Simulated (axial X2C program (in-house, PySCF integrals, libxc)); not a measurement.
**Which molecule gave these maps?**

PBE0 fields computed with an in-house all-electron X2C program for linear molecules (integrals from PySCF), two-component, near the equilibrium distance, one atom at z = 0.

The maps cover the half plane through the axis: z from -2.4 to 4.2 Å along the bond, ρ from 0.15 to 2.25 Å away from it.

log10 of the density in e/bohr³:

```
 ρ\z  -2.4  -1.8  -1.2  -0.6   0.0   0.6   1.2   1.8   2.4   3.0   3.6   4.2
0.15  -3.5  -2.5  -1.5  -0.4   1.4  -0.5  -0.8   0.3  -0.7  -1.7  -2.8  -3.9
0.45  -3.5  -2.6  -1.7  -0.8   0.2  -0.8  -1.0  -0.7  -0.9  -1.8  -2.9  -3.9
0.75  -3.7  -2.7  -1.9  -1.2  -0.9  -1.3  -1.3  -1.1  -1.3  -2.1  -3.1  -4.1
1.05  -3.9  -3.0  -2.2  -1.6  -1.5  -1.6  -1.7  -1.5  -1.8  -2.4  -3.3  -4.3
1.35  -4.1  -3.3  -2.5  -2.1  -1.9  -2.1  -2.1  -2.0  -2.3  -2.8  -3.6  -4.5
1.65  -4.4  -3.6  -2.9  -2.5  -2.4  -2.5  -2.5  -2.5  -2.8  -3.3  -4.0  -4.8
1.95  -4.7  -4.0  -3.4  -3.0  -2.9  -3.0  -3.0  -3.1  -3.3  -3.7  -4.3  -5.1
2.25  -5.1  -4.4  -3.9  -3.5  -3.4  -3.4  -3.5  -3.6  -3.8  -4.2  -4.8  -5.5
```

Electron localisation function (collinear form, no current term, damped to 0 at low density):

```
 ρ\z  -2.4  -1.8  -1.2  -0.6   0.0   0.6   1.2   1.8   2.4   3.0   3.6   4.2
0.15  0.15  0.93  0.88  0.27  0.26  0.23  0.84  0.78  0.78  0.89  0.43  0.01
0.45  0.10  0.91  0.90  0.22  0.63  0.16  0.82  0.51  0.90  0.86  0.35  0.01
0.75  0.04  0.86  0.93  0.45  0.18  0.26  0.76  0.85  0.89  0.77  0.21  0.00
1.05  0.01  0.70  0.92  0.74  0.39  0.38  0.64  0.80  0.80  0.59  0.10  0.00
1.35  0.00  0.33  0.84  0.81  0.55  0.35  0.46  0.64  0.59  0.32  0.03  0.00
1.65  0.00  0.05  0.55  0.65  0.43  0.22  0.27  0.39  0.32  0.11  0.00  0.00
1.95  0.00  0.00  0.13  0.29  0.20  0.11  0.12  0.17  0.10  0.02  0.00  0.00
2.25  0.00  0.00  0.01  0.05  0.05  0.04  0.03  0.03  0.01  0.00  0.00  0.00
```

Axial spin density in 10⁻³ e/bohr³:

```
 ρ\z  -2.4  -1.8  -1.2  -0.6   0.0   0.6   1.2    1.8    2.4   3.0  3.6  4.2
0.15   0.1   1.1   6.6  10.1   0.4   5.9  36.7  138.0  139.1  15.7  1.2  0.1
0.45   0.1   0.9   5.1  10.9  -0.7  11.4  33.0   99.7   80.5  11.0  1.0  0.1
0.75   0.1   0.6   3.2   7.9   5.9  12.2  22.4   44.8   32.2   5.8  0.6  0.1
1.05   0.1   0.4   1.7   4.2   5.3   8.1  11.8   16.6   11.1   2.6  0.4  0.0
1.35   0.0   0.2   0.8   1.9   2.8   4.0   5.2    5.9    3.7   1.1  0.2  0.0
1.65   0.0   0.1   0.3   0.8   1.2   1.8   2.1    2.0    1.2   0.4  0.1  0.0
1.95   0.0   0.0   0.1   0.3   0.5   0.7   0.8    0.7    0.4   0.1  0.0  0.0
2.25   0.0   0.0   0.1   0.1   0.2   0.3   0.3    0.2    0.1   0.1  0.0  0.0
```

**Question.** Which molecule is it?
A. GeF⁺
B. GaCl
C. GeCl⁺
D. GeC⁺

**Answer.** D. GeC⁺, with Ge at z = 0 and C at z = 1.914 Å, state Ω = 3/2 (⟨Sz⟩ = 1.50, ⟨Lz⟩ = 0.00 at PBE0), basis Ge dyall-cv3z [9s9p7d4f1g], C dyall-v3z [7s6p2d1f] (cores contracted in-house). The state is one determinant whose occupation by symmetry is held fixed; it was picked as the lowest of a PBE0 search that is not exhaustive. Density functionals use the spin component along the axis (collinear). With several unpaired electrons one determinant need not be a pure state. This is the top spin component of a Σ state; components of lower Ω are not single determinants and can lie lower.
